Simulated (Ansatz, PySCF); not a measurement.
This PySCF input computes a PBE0/def2-TZVPD energy:

```python
from pyscf import gto, scf, dft

mol = gto.M(
    atom='''
    B    -0.75292693   -0.03938241   -0.04068470
    N     0.69916731   -0.00104991   -0.01098677
    H    -1.23341142   -0.71105686   -0.90474779
    H    -1.20904296    1.12392383    0.06209953
    H    -1.19454407   -0.24121976    1.11522353
    H     1.22013636    0.53055227    0.67094606
    H     1.28732554   -0.49793807   -0.66319044
    ''',
    basis='def2-tzvpd',
    charge=0,
    spin=1,
    verbose=4,
)

mf = dft.UKS(mol, xc='pbe0').density_fit(auxbasis='def2-universal-jkfit')
mf.grids.level = 3
mf.conv_tol = 1e-9
mf.max_cycle = 100
mf.max_memory = 1500
mf.kernel()
if not mf.converged:
    mf = mf.newton()
    mf.kernel(mf.make_rdm1())
for _ in range(2):
    mo, _, stable, _ = mf.stability(return_status=True)
    if stable:
        break
    mf.kernel(mf.make_rdm1(mo, mf.mo_occ))
mf.analyze()
```

Q: Write an input for the same energy in Ansatz (a program for electronic structure) and say what it gives.

A: 
Ansatz 0.2 input:
```yaml
crystal:
  periodic: [false, false, false]
  atoms:
    - {symbol: B, position_ang: [-0.75292693, -0.03938241, -0.04068470]}
    - {symbol: N, position_ang: [0.69916731, -0.00104991, -0.01098677]}
    - {symbol: H, position_ang: [-1.23341142, -0.71105686, -0.90474779]}
    - {symbol: H, position_ang: [-1.20904296, 1.12392383, 0.06209953]}
    - {symbol: H, position_ang: [-1.19454407, -0.24121976, 1.11522353]}
    - {symbol: H, position_ang: [1.22013636, 0.53055227, 0.67094606]}
    - {symbol: H, position_ang: [1.28732554, -0.49793807, -0.66319044]}
basis:
  gaussian:
    orbitals: def2-TZVPD
hamiltonian:
  xc: {name: PBE0}
magnetization: {spin_polarized: true, initial_magnetization: 1}
output: {forces: true}
```
It gives -82.48250 Eh, and PySCF -82.48253 Eh, a difference of 0.03 mEh, from the treatment of integrals and grids.

It need not be the lowest isomer of its formula.
